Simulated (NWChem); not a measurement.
# CH5AlO

SMILES: [O](C)[AlH2]
```xyz
8

Al    -0.4913     0.9073     0.6423
H     -0.4235     1.1688     2.1992
H     -1.2538     1.8325    -0.4002
O      0.3233    -0.4749     0.0886
C      0.5814    -1.1531    -1.0937
H      0.1185    -0.6747    -1.9783
H      1.6687    -1.2140    -1.2791
H      0.2026    -2.1894    -1.0392
```
Charge 0, spin multiplicity 1.

The numbers come from NWChem runs, not from measurements. All single points use one geometry, from PBE0/def2-SVP, a minimum by its harmonic frequencies. It is one conformer; others weren't searched.

Symmetry labels belong to the abelian group C1 used in the runs, with the axes of the coordinates shown.

The Pople sets run with spherical d functions. The structure started from a generated list of species.

### Question
List the lowest 4 singlet excitations that CIS/6-31+G* (spherical d) gives, with oscillator strengths.

### Answer
```csv
state,symmetry,energy (eV),wavelength (nm),f
1,a,6.85,181,0.000
2,a,8.28,150,0.016
3,a,8.32,149,0.057
4,a,8.51,146,0.037
```
